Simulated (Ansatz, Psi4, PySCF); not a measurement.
System: H4BSiO2 (charge 0, doublet). SMILES: [SiH3]O[B]O
Geometry from a B3LYP-D3(BJ)/def2-TZVP (Ansatz, a first-principles code) optimisation:
```
O
B 1 1.3407
O 2 1.3524 1 121.86
H 3 0.9614 2 113.45 1 180.00
Si 1 1.6571 2 136.56 3 -180.00
H 5 1.4768 1 107.93 2 120.55
H 5 1.4768 6 110.05 1 -117.55
H 5 1.4788 6 110.25 7 -121.82
```
Charge 0, spin multiplicity 2.

Quantity: size of the dipole moment, in D. Terms: no spin-orbit coupling; six Cartesian d functions in 6-31G* and its kin unless marked 5d; non-relativistic; no dispersion term unless named; UHF or UKS for open shells; 6-311+G** with 5d, 6d on Na to Ar in Ansatz. First-principles rows: single points at B3LYP-D3(BJ) geometries (Ansatz).

```
level               program  size of the dipole moment (D)
------------------  -------  -----------------------------
SVWN5/6-31G*         Ansatz                           1.11
PBE/STO-3G           Ansatz                           0.84
PBE/3-21G            Ansatz                           1.17
PBE/def2-SVP         Ansatz                           0.86
PBE/6-311+G**        Ansatz                           0.94
BP86/6-31G* (5d)      PySCF                           1.10
B3LYP/STO-3G         Ansatz                           1.04
B3LYP/3-21G          Ansatz                           1.36
B3LYP/6-31G*         Ansatz                           1.21
B3LYP/6-31G**        Ansatz                           1.19
B3LYP/def2-SVP       Ansatz                           1.01
M06-2X/6-31G* (5d)    PySCF                           1.40
wB97X-D/6-311+G**      Psi4                           1.13
```

No value to compare with is used here. The 13 habitual levels span 0.84 (PBE/STO-3G) to 1.40 D (M06-2X/6-31G* (5d)).

The levels are drawn from those run, B3LYP/6-31G* more often than the rest, none by its result; left out are runs that failed, that the program found above a lower state of the same kind, or whose <S^2> lies over 0.5 above the pure value.
